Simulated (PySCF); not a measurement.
# How methods differ on the ionisation energy of Zn¹⁶⁺

Zn¹⁶⁺ [Ne] 3s2 3p2 (3P) → Zn¹⁷⁺ [Ne] 3s2 3p1 (2P), as a difference of total energies. Calculation: PySCF 2.14, in an uncontracted even-tempered set (19 s from 1.2 bohr⁻², ratio 2.5; 12 p from 1.6 bohr⁻², ratio 2.5; 5 d from 7.8 bohr⁻², ratio 2.7; 4 f from 12 bohr⁻², ratio 2.7); the spin-free X2C one-electron Hamiltonian (Gaussian nucleus). Correlated levels: outer shells: 1s2 frozen; virtual orbitals above 40 to 60 times the deepest correlated orbital energy dropped. The calculations carry no spin-orbit coupling.

```json
{"method": "UHF", "ionisation energy (eV)": "574.79"}
{"method": "LDA", "ionisation energy (eV)": "576.01"}
{"method": "PBE", "ionisation energy (eV)": "576.04"}
{"method": "PBE0", "ionisation energy (eV)": "576.03"}
{"method": "r2SCAN", "ionisation energy (eV)": "576.36"}
{"method": "r2SCANh", "ionisation energy (eV)": "576.32"}
{"method": "M06", "ionisation energy (eV)": "576.19"}
{"method": "MP2 (outer shells)", "ionisation energy (eV)": "575.37"}
{"method": "SCS-MP2 (outer shells)", "ionisation energy (eV)": "575.20"}
```

**Question.** How much does correlation contribute at MP2 (outer shells)?

**Answer.** 575.37 − (574.79) = 0.58 eV, measured against UHF.

A first-order spin-orbit estimate (lowest level to lowest level, LS coupling) adds -0.105 eV.

For comparison: 577.8 ± 1.3 eV (semi-empirical (NIST evaluation); NIST Atomic Spectra Database, ionization energies).
